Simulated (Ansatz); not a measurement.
CH10BNSi2, SMILES `NB([SiH3])C[SiH3]`. Charge 0, multiplicity 1. The structure was optimised at the PBE0-D4/def2-TZVP level. It is one conformer, not always the lowest.

```xyz
15

N    -1.682   -0.843   -0.478
B    -0.713    0.119   -0.194
Si   -1.028    1.362    1.376
C     0.597    0.194   -1.054
Si    1.932   -0.906   -0.322
H    -2.523   -0.959    0.062
H    -1.604   -1.496   -1.242
H    -1.139    2.778    0.917
H    -2.286    1.032    2.111
H     0.092    1.316    2.359
H     1.011    1.207   -1.093
H     0.440   -0.143   -2.086
H     2.186   -0.562    1.103
H     3.210   -0.765   -1.072
H     1.509   -2.332   -0.388
```

(1) What is the dipole moment at ωB97M-V/def2-TZVPP? (Estimate.)

(2) And with PBE, r2SCAN, B3LYP? (An estimate is asked.)

(3) Give the Mulliken charges with ωB97M-V, PBE, r2SCAN in def2-TZVPP. (Best estimate.)

Results:

(1) Computed: 2.36 D, with components (-1.20, -1.28, -1.58) D in this frame, pointing from negative to positive charge.

(2) The calculation gave: PBE 2.40 D, r2SCAN 2.37 D, B3LYP 2.33 D.

(3) The calculation gave: 
```json
{"atom": "N1", "ωB97M-V": "-0.21", "PBE": "-0.24", "r2SCAN": "-0.30"}
{"atom": "B2", "ωB97M-V": "0.11", "PBE": "0.12", "r2SCAN": "0.17"}
{"atom": "Si3", "ωB97M-V": "-0.01", "PBE": "0.01", "r2SCAN": "0.12"}
{"atom": "C4", "ωB97M-V": "-0.36", "PBE": "-0.25", "r2SCAN": "-0.27"}
{"atom": "Si5", "ωB97M-V": "0.18", "PBE": "0.18", "r2SCAN": "0.28"}
{"atom": "H6", "ωB97M-V": "0.14", "PBE": "0.17", "r2SCAN": "0.18"}
{"atom": "H7", "ωB97M-V": "0.12", "PBE": "0.16", "r2SCAN": "0.16"}
{"atom": "H8", "ωB97M-V": "-0.04", "PBE": "-0.06", "r2SCAN": "-0.08"}
{"atom": "H9", "ωB97M-V": "-0.05", "PBE": "-0.08", "r2SCAN": "-0.10"}
{"atom": "H10", "ωB97M-V": "-0.03", "PBE": "-0.05", "r2SCAN": "-0.07"}
{"atom": "H11", "ωB97M-V": "0.13", "PBE": "0.11", "r2SCAN": "0.08"}
{"atom": "H12", "ωB97M-V": "0.11", "PBE": "0.09", "r2SCAN": "0.06"}
{"atom": "H13", "ωB97M-V": "-0.02", "PBE": "-0.05", "r2SCAN": "-0.07"}
{"atom": "H14", "ωB97M-V": "-0.03", "PBE": "-0.06", "r2SCAN": "-0.08"}
{"atom": "H15", "ωB97M-V": "-0.04", "PBE": "-0.06", "r2SCAN": "-0.08"}
```

B3LYP here is the variant with VWN-RPA as its local correlation; programs differ in this.
